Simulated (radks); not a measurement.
Trend from Mg3+ to Ar3+: ionisation energy by Delta-SCF between NIST ground configurations, and size. Method: scalar-relativistic Kohn-Sham, LDA (Slater exchange, Perdew-Wang correlation), spin-polarised, spherical densities, point nucleus; open shells are filled with parallel spins first; computed with a radial shooting solver on a logarithmic mesh with Libxc functionals.

[
 {"species": "Mg3+", "configuration": "[He] 2s2 2p5", "IE (eV)": "109.83", "NIST (eV)": "109.27", "kind": "semi-emp.", "r at 0.001 e/bohr^3 (bohr)": "2.04"},
 {"species": "Al3+", "configuration": "[Ne]", "IE (eV)": "120.42", "NIST (eV)": "119.99", "kind": "exp.", "r at 0.001 e/bohr^3 (bohr)": "1.98"},
 {"species": "Si3+", "configuration": "[Ne] 3s1", "IE (eV)": "45.638", "NIST (eV)": "45.142", "kind": "exp.", "r at 0.001 e/bohr^3 (bohr)": "3.02"},
 {"species": "P3+", "configuration": "[Ne] 3s2", "IE (eV)": "51.539", "NIST (eV)": "51.444", "kind": "exp.", "r at 0.001 e/bohr^3 (bohr)": "3.07"},
 {"species": "S3+", "configuration": "[Ne] 3s2 3p1", "IE (eV)": "47.323", "NIST (eV)": "47.22", "kind": "semi-emp.", "r at 0.001 e/bohr^3 (bohr)": "3.10"},
 {"species": "Cl3+", "configuration": "[Ne] 3s2 3p2", "IE (eV)": "53.291", "NIST (eV)": "53.2", "kind": "semi-emp.", "r at 0.001 e/bohr^3 (bohr)": "3.04"},
 {"species": "Ar3+", "configuration": "[Ne] 3s2 3p3", "IE (eV)": "59.122", "NIST (eV)": "59.6", "kind": "semi-emp.", "r at 0.001 e/bohr^3 (bohr)": "2.96"}
]

Reference values: NIST Atomic Spectra Database (exp. = measured, semi-emp. = semi-empirical, theory = theoretical value adopted there). Open shells are spherical and high-spin; term and fine-structure splittings are not resolved.
